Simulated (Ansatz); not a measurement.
`CCBS` + H₂ → `CBS` + CH₄ at 600 K and 1 bar (hydrogenolysis of a C–C bond).

Program: Ansatz. Geometries: PBE0-D4/def2-TZVP. ΔE: electronic, gas phase. CCSD(T)/CBS is the MP2 limit (def2-TZVPP, def2-QZVPP) plus CCSD(T) − MP2 in def2-TZVPP, frozen cores. This one scheme is used for every species. One conformer a species, not always the lowest.

```
species  CCSD(T)/CBS energy (Eh)  H − E (kJ/mol)  S (J/(mol·K))
 `CCBS`               -502.91784           285.7          403.5
     H₂                 -1.17544            43.9          150.8
  `CBS`               -463.66090           197.7          348.9
    CH₄                -40.46206           140.4          215.7
```

H − E and S are ideal-gas, rigid-rotor, harmonic terms from PBE0-D4/def2-TZVP, for one conformer and one mirror image of each species. For small species the MP2-based limit differs from directly extrapolated CCSD(T) by up to some mEh (0.8 for H₂); such offsets cancel only in part. 1 Eh = 2625.50 kJ/mol, R = 8.31446 J/(mol·K).

Q: By hand: ΔE, ΔH, ΔS and ΔG.

A: ΔE = (-463.66090) + (-40.46206) − (-502.91784) − (-1.17544) = -0.02968 Eh = -77.9 kJ/mol. Δ(H − E) = 197.7 + 140.4 − 285.7 − 43.9 = 8.5, so ΔH = -69.4 kJ/mol. ΔS = 348.9 + 215.7 − 403.5 − 150.8 = 10.3 J/(mol·K). ΔG = -69.4 − 600 × (10.3)/1000 = -75.6 kJ/mol.

Q: By hand: the equilibrium constant, and the temperature at which ΔG would vanish if ΔH and ΔS stayed fixed.

A: log₁₀ K = −ΔG/(RT ln 10) = 6.6. ΔH and −TΔS have one sign here, so there is no such temperature.

The number of gas molecules stays the same, so ΔS is small and ΔH decides. A doubt of 5 kJ/mol in ΔE shifts log₁₀ K by 0.4 here. Other conformers and mirror images would add mixing entropy, several J/(mol·K) or more a flexible species. Modes under 60 cm⁻¹, often nearly free rotors, make the harmonic entropy too high. These are equilibria of isolated gas molecules and say nothing of rates. Largest T1 diagnostic: 0.013 (customary marks: 0.02 for closed shells, 0.045 for open ones).

ΔS is within the doubt of such terms, so its sign, and with it that verdict, could turn.
